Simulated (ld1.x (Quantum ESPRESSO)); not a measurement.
An all-electron radial function and its pseudo partner (Be (Z = 4))

Columns: radius, all-electron u(r) and pseudo u(r) of the 2p shell (level -14.14 eV) of beryllium in the configuration [He] 2s0.5 2p0; PBE, scalar-relativistic, TM scheme, ld1.x (Quantum ESPRESSO) 7.5.

| r (bohr) | all-electron | pseudo |
| --- | --- | --- |
| 0.118 | 0.0273 | 0.0128 |
| 0.235 | 0.0878 | 0.0497 |
| 0.353 | 0.1632 | 0.1080 |
| 0.470 | 0.2415 | 0.1814 |
| 0.588 | 0.3181 | 0.2648 |
| 0.705 | 0.3884 | 0.3498 |
| 0.822 | 0.4511 | 0.4306 |
| 0.940 | 0.5057 | 0.5024 |
| 1.058 | 0.5510 | 0.5612 |
| 1.175 | 0.5869 | 0.6053 |
| 1.292 | 0.6144 | 0.6357 |
| 1.410 | 0.6350 | 0.6545 |
| 1.528 | 0.6490 | 0.6638 |
| 1.645 | 0.6565 | 0.6660 |
| 1.763 | 0.6581 | 0.6629 |
| 1.880 | 0.6540 | 0.6560 |
| 1.998 | 0.6451 | 0.6456 |
| 2.115 | 0.6320 | 0.6321 |
| 2.232 | 0.6155 | 0.6155 |
| 2.350 | 0.5962 | 0.5962 |
| 2.468 | 0.5747 | 0.5747 |
| 2.585 | 0.5519 | 0.5519 |
| 2.702 | 0.5280 | 0.5280 |
| 2.820 | 0.5032 | 0.5032 |
| 2.938 | 0.4782 | 0.4782 |
| 3.055 | 0.4532 | 0.4532 |

How many radial nodes do the two functions have?

The all-electron 2p function has n − l − 1 = 0; the pseudo-wave has 0.

At about which radius was the pseudo-wave matched?

2.30 bohr. The columns agree to 0.0005 from 2.00 bohr on; several derivatives are matched, so the curves merge somewhat inside the radius.

Where does each function peak?

Outermost all-electron maximum near 1.76 bohr, pseudo maximum near 1.65 bohr (to the table’s step).

Is the pseudo-wave norm-conserving?

Yes: the TM scheme keeps the norm inside the radius equal to the all-electron one, which fixes the energy derivative of the logarithmic derivative at the level.
